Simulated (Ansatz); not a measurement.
`C#CBCO` + `C[SiH2][SiH2]Br` → `C#CB[SiH2]C` + `OC[SiH2]Br`  (redistribution)

Program: Ansatz. Geometries: PBE0-D4/def2-TZVP. ΔE: electronic, gas phase. CBS: MP2 limit from def2 TZ/QZ plus the TZ coupled-cluster correction, frozen cores. DFT in def2-TZVPP. B3LYP here is the variant with VWN-RPA as its local correlation; programs differ in this. For Br outer-core shells are correlated without core-valence functions, which leaves a few kJ/mol of doubt a bond. Scalar relativity is left out up to krypton. One conformer a species, not always the lowest.

(1) Is it downhill or uphill in electronic energy at CCSD(T)/CBS, and by how much? (Estimate.)

(2) What do these levels give: PBE-D4, r2SCAN, PBE0, B3LYP, HF/def2-TZVPP, SCS-MP2/def2-TZVPP, CCSD(T)/def2-TZVPP, HF/def2-QZVPP, SCS-MP2/def2-QZVPP, HF/CBS(def2), MP2/CBS(def2), CCSD/CBS(def2)? (An estimate is asked.)

Largest T1 diagnostic among the species: 0.014.

## Answers

(1) Computed: Uphill: ΔE = +8.5 kcal/mol.

(2) Ansatz gave: PBE-D4 9.2, r2SCAN 8.7, PBE0 9.5, B3LYP 8.4, HF/def2-TZVPP 8.4, SCS-MP2/def2-TZVPP 8.0, CCSD(T)/def2-TZVPP 8.2, HF/def2-QZVPP 8.4, SCS-MP2/def2-QZVPP 8.1, HF/CBS(def2) 8.4, MP2/CBS(def2) 8.6, CCSD/CBS(def2) 8.6 kcal/mol.
